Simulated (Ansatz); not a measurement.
`C[O][In]([F])[Br]` + H–F → `C[O][In]([F])[F]` + HBr at 500 K and 1 bar (ligand exchange at the In–Br bond).

Isolated molecules relaxed with PBE0-D4/def2-TZVP in Ansatz; ΔE leaves out vibrations. CBS: MP2 limit from def2 TZ/QZ plus the TZ coupled-cluster correction, frozen cores. This one scheme is used for every species. Elements past krypton have def2 core potentials. For Br, In outer-core shells are correlated without core-valence functions, which leaves a few kJ/mol of doubt a bond. Scalar relativity is left out up to krypton. One conformer a species, not always the lowest.

```csv
species,CCSD(T)/CBS energy (Eh),H − E (kJ/mol),S (J/(mol·K))
`C[O][In]([F])[Br]`,-2978.03881,161.0,460.6
H–F,-100.39570,39.4,188.7
`C[O][In]([F])[F]`,-504.48097,161.9,438.0
HBr,-2573.91920,30.5,213.7
```

H − E and S are ideal-gas, rigid-rotor, harmonic terms from PBE0-D4/def2-TZVP, for one conformer and one mirror image of each species. 1 Eh = 2625.50 kJ/mol, R = 8.31446 J/(mol·K).

Q: By hand: ΔE, ΔH, ΔS and ΔG.

A: ΔE = (-504.48097) + (-2573.91920) − (-2978.03881) − (-100.39570) = 0.03434 Eh = 90.2 kJ/mol. Δ(H − E) = 161.9 + 30.5 − 161.0 − 39.4 = -8.0, so ΔH = 82.2 kJ/mol. ΔS = 438.0 + 213.7 − 460.6 − 188.7 = 2.4 J/(mol·K). ΔG = 82.2 − 500 × (2.4)/1000 = 81.0 kJ/mol.

Q: By hand: the equilibrium constant, and the temperature at which ΔG would vanish if ΔH and ΔS stayed fixed.

A: log₁₀ K = −ΔG/(RT ln 10) = -8.5. ΔG = 0 at ΔH/ΔS = 34250 K, far beyond where these terms or the molecules hold.

The number of gas molecules stays the same, so ΔS is small and ΔH decides. A doubt of 5 kJ/mol in ΔE shifts log₁₀ K by 0.5 here. Other conformers and mirror images would add mixing entropy, several J/(mol·K) or more a flexible species. Modes under 60 cm⁻¹, often nearly free rotors, make the harmonic entropy too high. These are equilibria of isolated gas molecules and say nothing of rates. Largest T1 diagnostic: 0.017 (customary marks: 0.02 for closed shells, 0.045 for open ones).
